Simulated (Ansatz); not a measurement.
Ideal-gas functions of CH3Cl2OTa, SMILES `[CH3][Ta](=[O])([Cl])[Cl]` at 400 K and 1 bar, from an Ansatz frequency run at PBE0-D4/def2-TZVP.

Molar mass 282.89 g/mol, point group Cs (symmetry number 1), electronic degeneracy 1, moments of inertia 214.438, 346.645, 416.369 u Å². Harmonic wavenumbers (cm⁻¹, unscaled): 96, 120, 124, 137, 218, 221, 394, 408, 543, 548, 640, 1028, 1201, 1405, 1410, 3028, 3120, 3124.

Use S(trans) = R[1.5 ln M + 2.5 ln T − 1.1517]; rotational temperatures θ = 24.2544 K / I; S(rot) = R[ln(√π/σ · √(T³/θAθBθC)) + 1.5]; for each mode x = 1.438777 ν̃/T, S = R[x/(eˣ − 1) − ln(1 − e⁻ˣ)] and H = RT x/(eˣ − 1); 1 cm⁻¹ = 0.0119627 kJ/mol; R = 8.31446 J/(mol·K).

**Question.** By hand: the entropy, in J/(mol·K).

**Answer.** Translation 185.4. Rotation: θ = 0.1131, 0.07, 0.0583 K, giving 123.9. Vibration, mode by mode: 17.20, 15.36, 15.10, 14.28, 10.55, 10.44, 6.08, 5.83, 3.96, 3.90, 3.00, 0.99, 0.60, 0.32, 0.32, 0.00, 0.00, 0.00, in all 107.9. Electronic 0.0. Sum 417.2 J/(mol·K).

**Question.** By hand: H − E and G − E in kJ/mol, counted from the electronic energy.

**Answer.** Zero-point energy ½ × 17765 × 0.0119627 = 106.3; thermal vibration 21.7; translation, rotation and pV give 4 RT = 13.3. H − E = 141.3 kJ/mol, and G − E = 141.3 − 400 × 417.2/1000 = -25.6 kJ/mol.

Vibration gives 26 % of the entropy, 61.9 J/(mol·K) of it from the modes under 150 cm⁻¹: soft modes count most, and the harmonic formula is weakest for them.
